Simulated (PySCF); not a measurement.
# Bond length, frequency and bond energy of KO⁺ by level of theory

State: ³Σ⁻ (triplet), unpaired electrons π ↑↑. Set-up: basis K x2c-SVPall, O x2c-SVPall; spin-free X2C with a Gaussian nucleus; PySCF 2.14. De refers to K⁺ + O in their high-spin ground configurations, without counterpoise correction. The functionals are run spin-unrestricted. A positive dipole points towards O; it is taken about the centre of mass and depends on that origin.

```json
{"Level": "UHF", "Re (Å)": "3.085", "ωe (cm⁻¹)": "105", "De (eV)": "0.191", "μ (D)": "-3.98"}
{"Level": "UHF-MP2", "Re (Å)": "3.067", "ωe (cm⁻¹)": "112", "De (eV)": "0.231", "μ (D)": "n/a"}
{"Level": "UHF-SCS-MP2", "Re (Å)": "3.076", "ωe (cm⁻¹)": "111", "De (eV)": "0.230", "μ (D)": "n/a"}
{"Level": "UHF-CCSD", "Re (Å)": "3.071", "ωe (cm⁻¹)": "112", "De (eV)": "0.237", "μ (D)": "n/a"}
{"Level": "UHF-CCSD(T)", "Re (Å)": "3.071", "ωe (cm⁻¹)": "112", "De (eV)": "0.241", "μ (D)": "n/a"}
{"Level": "PBE", "Re (Å)": "3.022", "ωe (cm⁻¹)": "115", "De (eV)": "0.303", "μ (D)": "-3.68"}
{"Level": "r²SCAN", "Re (Å)": "3.018", "ωe (cm⁻¹)": "115", "De (eV)": "0.254", "μ (D)": "-3.77"}
{"Level": "M06-L", "Re (Å)": "3.041", "ωe (cm⁻¹)": "92.4", "De (eV)": "0.218", "μ (D)": "-3.85"}
{"Level": "TPSSh", "Re (Å)": "3.044", "ωe (cm⁻¹)": "107", "De (eV)": "0.253", "μ (D)": "-3.79"}
{"Level": "PBE0", "Re (Å)": "3.002", "ωe (cm⁻¹)": "115", "De (eV)": "0.261", "μ (D)": "-3.74"}
{"Level": "BHandHLYP", "Re (Å)": "2.968", "ωe (cm⁻¹)": "121", "De (eV)": "0.250", "μ (D)": "-3.73"}
```

Q: Which functional lies closest to UHF-CCSD(T) in De, which farthest, and by how much do they differ from it?

A: Closest is BHandHLYP (-10.3 pm in Re, +8.0 % in ωe, +0.01 eV in De against UHF-CCSD(T) in the same basis), farthest PBE (-4.9 pm in Re, +2.7 % in ωe, +0.06 eV in De). CCSD(T) converges more slowly with the basis than the functionals do and binds too weakly in this one, so the order can change at the basis-set limit.

Q: What does a quarter of exact exchange do here, going from PBE to PBE0?

A: PBE0 less PBE: -2.0 pm in Re, +0.0 % in ωe, -0.04 eV in De. Exact exchange removes part of the self-interaction that spreads semilocal densities, and in most molecules shortens and stiffens the bond and lowers De; so it does here.

Q: What does the step from GGA to meta-GGA do here, going from PBE to r²SCAN?

A: r²SCAN less PBE: -0.4 pm in Re, +0.0 % in ωe, -0.05 eV in De. 

Correlated steps freeze 6 core orbitals. The bond is weak. Basis-set superposition, not corrected here, can be much of De in a small basis, most of all at correlated wavefunction levels. For an ion De counts to the pair picked by the measured ionisation energies or electron affinities, which need not be the lowest pair at this level. The state is the lowest determinant that a PBE0 search found; another state may lie lower at other levels.

The whole job (state search and all levels along the bond) took about 1.6 min on 1 thread of Arm Neoverse N1 (shared host), peak memory 0.44 GiB.
